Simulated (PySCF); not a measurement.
From orbital energies to the Hartree-Fock energy

System: propene (C3H6), singlet, at a GFN2-xTB geometry. Level: HF/6-31+G* (PySCF). Sums are taken with unrounded values, so a last digit can differ.

Occupied orbital energies (Eh, each doubly occupied): -11.23430, -11.21820, -11.21740, -1.07108, -0.93657, -0.76084, -0.64376, -0.58726, -0.57146, -0.52662, -0.49171, -0.36046. One-electron energy -297.40710 Eh, nuclear repulsion 71.24856 Eh.

Question: Work out the total energy, and say why twice the sum of orbital energies isn't the electronic energy.

Answer: Twice the sum of the occupied levels is -79.23933 Eh. It holds the one-electron energy once and the electron-electron energy twice, since each pair is counted from both sides: 2Σε = E1 + 2 E2. So E2 = (-79.23933 - (-297.40710))/2 = 109.08389 Eh, and E = E1 + E2 + E_nuc = -117.07465 Eh. PySCF's converged energy is -117.07465 Eh.
